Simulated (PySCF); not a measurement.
**Two-component Hartree-Fock for Ta (tantalum, neutral)**

Start: [Xe] 4f14 5d2 6s2 6p1; 5d5/2 filled at m_j = +3/2, +5/2; 6p3/2 filled at m_j = +3/2. Calculated with PySCF 2.14 in x2c-TZVPall-2c: generalised Hartree-Fock with the X2C-1e Hamiltonian and a Gaussian nucleus; spin-orbit coupling (SO) screened by Boettger's factors. This is a chosen level, not necessarily the ground level.

```
spinor shell  electrons  ε, screened SO (eV)  weight of nominal j (screened SO)  rms radius, screened SO (bohr)
       1s1/2          2             -67758.4                              1.000                          0.0211
       2s1/2          2             -11780.9                              1.000                          0.0853
       2p1/2          2             -11238.3                              1.000                          0.0726
       2p3/2          4              -9962.6                              1.000                          0.0799
       3s1/2          2              -2761.3                              1.000                           0.218
       3p1/2          2              -2520.5                              1.000                           0.210
       3d3/2          4              -1839.1                              1.000                           0.199
       3d5/2          6              -1778.7                              1.000                           0.203
       4s1/2          2              -596.51                              1.000                           0.488
       4p1/2          2              -495.86                              1.000                           0.497
       4p3/2          4              -430.93                              1.000                           0.530
       4d3/2          4              -265.04                              1.000                           0.557
       4d5/2          6              -252.87                              1.000                           0.569
       5s1/2          2              -89.662                              1.000                            1.18
       5p1/2          2              -56.918                              0.994                            1.31
       5p3/2          4              -48.267                              0.996                            1.42
       4f5/2          6              -44.000                              0.995                           0.700
       4f7/2          8              -42.112                              0.996                           0.706
       5d5/2          2              -10.854                              0.826                            2.33
       6s1/2          2               -9.330                              0.713                            3.23
       6p3/2          1               -5.007                              1.000                            4.69
```

Q: Where does 3p3/2 lie, and what is the 3p spin-orbit splitting (screened SO)?

A: At -2241.1 eV, 279.44 eV above 3p1/2.

| quantity | screened SO |
| --- | --- |
| E (hartree) | -15610.22694 |
| M_J | 11/2 |
| ⟨J²⟩ | 40.209 |
| ⟨L²⟩ | 23.236 |
| ⟨S²⟩ | 4.643 |

The determinant has a definite M_J but mixes levels of different J.

Each row is a mean over spinors that exchange with the open shell spreads, by up to 4.685 eV (5p3/2).

Rows whose weight is well below 1 are mixtures of j = l ± 1/2: exchange outweighs spin-orbit coupling there, and the label is only the starting occupation.

Breit and QED terms are absent; they matter most for the inner s and p1/2 levels.

Densities and radii are taken from the X2C orbitals without a picture-change correction, which distorts them close to the nucleus.
